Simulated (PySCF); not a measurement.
# Excitation energy of Pb⁺ by level of theory

Pb⁺ [Xe] 4f14 5d10 6s2 6p1 (2P) → Pb⁺ [Xe] 4f14 5d10 6s1 6p1 7s1 (4P), as a difference of total energies. Calculation: PySCF 2.14, in aug-cc-pVTZ-PP with ECP60MDF; scalar relativity through the core potential. Correlated levels: valence: 5s2 5p6 5d10 frozen. The calculations carry no spin-orbit coupling.

```csv
method,excitation energy (eV)
UHF,13.207
MP2 (valence),13.759
SCS-MP2 (valence),13.980
CCSD (valence),13.901
CCSD(T) (valence),13.911
```

Task: How much does correlation contribute at CCSD(T) (valence)?

Result: 13.911 − (13.207) = 0.704 eV, measured against UHF.

The promoted electron is Rydberg-like, and one or two diffuse shells describe it only roughly, which tends to raise the upper state.
